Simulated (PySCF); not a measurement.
iodine monochloride (ClI), singlet, geometry from GFN2-xTB (core potentials on I); PBE0/def2-TZVP in PySCF.

Here is a job for PySCF.
```python
from pyscf import gto, scf, dft

mol = gto.Mole()
mol.atom = '''
    Cl   -0.00000000   -0.00000000   -1.74625450
    I     0.00000000    0.00000000    0.56011937
'''
mol.basis = 'def2-tzvp'
mol.ecp = {'I': 'def2-tzvp'}
mol.verbose = 4
mol.build()

mf = dft.RKS(mol)
mf.xc = 'pbe0'
mf.kernel()
```

Output, abridged:

```
PySCF version 2.14.0

[INPUT] verbose = 4
[INPUT] num. atoms = 2
[INPUT] num. electrons = 42
[INPUT] charge = 0
[INPUT] spin (= nelec alpha-beta = 2S) = 0
[INPUT] symmetry False subgroup None
[INPUT] Mole.unit = angstrom
[INPUT] Symbol           X                Y                Z      unit          X                Y                Z       unit  Magmom
[INPUT]  1 Cl     0.000000000000   0.000000000000  -1.746254500000 AA    0.000000000000   0.000000000000  -3.299942748789 Bohr   0.0
[INPUT]  2 I      0.000000000000   0.000000000000   0.560119370000 AA    0.000000000000   0.000000000000   1.058472206364 Bohr   0.0

nuclear repulsion = 97.5125141532236
number of shells = 29
number of NR pGTOs = 158
number of NR cGTOs = 87
basis = def2-tzvp
ecp = {'I': 'def2-tzvp'}

******** <class 'pyscf.dft.rks.RKS'> ********
method = RKS
initial guess = minao
damping factor = 0
level_shift factor = 0
DIIS = <class 'pyscf.scf.diis.CDIIS'>
diis_start_cycle = 1
diis_space = 8
diis_damp = 0
SCF conv_tol = 1e-09
SCF conv_tol_grad = None
SCF max_cycles = 50
direct_scf = True
direct_scf_tol = 1e-13
XC library pyscf.dft.libxc version 7.1.2
    S. Lehtola, C. Steigemann, M. J. T. Oliveira, and M. A. L. Marques,  SoftwareX 7, 1–5 (2018)
XC functionals = pbe0
    C. Adamo and V. Barone,  J. Chem. Phys. 110, 6158 (1999)
    M. Ernzerhof and G. E. Scuseria,  J. Chem. Phys. 110, 5029 (1999)
radial grids:
    Treutler-Ahlrichs [JCP 102, 346 (1995); DOI:10.1063/1.469408] (M4) radial grids

becke partition: Becke, JCP 88, 2547 (1988); DOI:10.1063/1.454033
pruning grids: <function nwchem_prune>
grids dens level: 3
symmetrized grids: False
atomic radii adjust function: <function treutler_atomic_radii_adjust>
small_rho_cutoff = 0
Set gradient conv threshold to 3.16228e-05
Initial guess from minao.
tot grids = 40840
init E= -715.647698567752
  HOMO = -0.712401014342109  LUMO = -0.683799026927083  gap/eV = 0.77830
cycle= 1 E= -755.584938351848  delta_E= -39.9  |g|= 3.52  |ddm|= 18.7

WARN: HOMO 0.054027193550866 == LUMO 0.054027193551001

cycle= 2 E= -752.84032415837  delta_E= 2.74  |g|= 4.54  |ddm|= 14.1
  HOMO = -0.23678459623627  LUMO = -0.107020310259529  gap/eV = 3.53107
cycle= 3 E= -757.504702205943  delta_E= -4.66  |g|= 0.888  |ddm|= 12.1
  HOMO = -0.249179288365653  LUMO = -0.146728915471703  gap/eV = 2.78782
cycle= 4 E= -757.612084549487  delta_E= -0.107  |g|= 0.797  |ddm|= 1.61
  HOMO = -0.268468542955309  LUMO = -0.119480247531541  gap/eV = 4.05418
cycle= 5 E= -757.768732251307  delta_E= -0.157  |g|= 0.188  |ddm|= 0.683
  HOMO = -0.285119391978862  LUMO = -0.127436495656156  gap/eV = 4.29077
cycle= 6 E= -757.777951396948  delta_E= -0.00922  |g|= 0.0622  |ddm|= 0.174
  HOMO = -0.287547521755119  LUMO = -0.126023565472622  gap/eV = 4.39529
cycle= 7 E= -757.778667025994  delta_E= -0.000716  |g|= 0.0119  |ddm|= 0.0661
  HOMO = -0.286333519419421  LUMO = -0.124634859258336  gap/eV = 4.40004
cycle= 8 E= -757.778690170747  delta_E= -2.31e-05  |g|= 0.00156  |ddm|= 0.0111
  HOMO = -0.286328491898168  LUMO = -0.124699242631223  gap/eV = 4.39816
cycle= 9 E= -757.778690611633  delta_E= -4.41e-07  |g|= 0.000496  |ddm|= 0.00154
  HOMO = -0.286322202557047  LUMO = -0.12467763557332  gap/eV = 4.39857
cycle= 10 E= -757.778690674665  delta_E= -6.3e-08  |g|= 4.51e-05  |ddm|= 0.000534
  HOMO = -0.28632940247346  LUMO = -0.124684959979533  gap/eV = 4.39857
cycle= 11 E= -757.778690675132  delta_E= -4.67e-10  |g|= 4.87e-06  |ddm|= 4.66e-05
  HOMO = -0.286328470440843  LUMO = -0.124683874905941  gap/eV = 4.39857
Extra cycle  E= -757.778690675131  delta_E= 9.09e-13  |g|= 5.84e-06  |ddm|= 1.11e-05
converged SCF energy = -757.778690675131
```
